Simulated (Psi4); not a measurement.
Torsional profile of C3H6O2, SMILES C(=O)(OC)C. Scanned: dihedral C1–O2–C3–O5; all other coordinates were relaxed at B3LYP-D3(BJ)/def2-SVP. Points at φ and −φ are mirror images.

Geometry of the scan point at -30° (Å):
```
11

C     -1.8679     0.2146     0.0481
O     -0.4950     0.5529     0.2323
C      0.4153    -0.3271    -0.2508
C      1.7154     0.3654    -0.5700
O      0.2149    -1.5120    -0.3265
H     -2.0960    -0.7753     0.4708
H     -2.1207     0.2095    -1.0248
H     -2.4528     0.9885     0.5608
H      2.0048     1.0241     0.2623
H      1.5818     1.0053    -1.4571
H      2.4971    -0.3785    -0.7640
```

Calculation: DF-MP2 (frozen core)/cc-pVTZ // B3LYP-D3(BJ)/def2-SVP (Psi4).

Scanned values (°): -150, -120, -90, -60, -30, 0, 30, 60, 90, 120, 150, 180.

Problem. At which scan points does the profile have its minima and maxima, and how high do they lie?

Solution. Lower than their neighbours: 0° (0.0 kcal/mol), 180° (7.7 kcal/mol). Higher than their neighbours: -90° (13.3 kcal/mol), 90° (13.3 kcal/mol). The whole profile spans 13.3 kcal/mol.
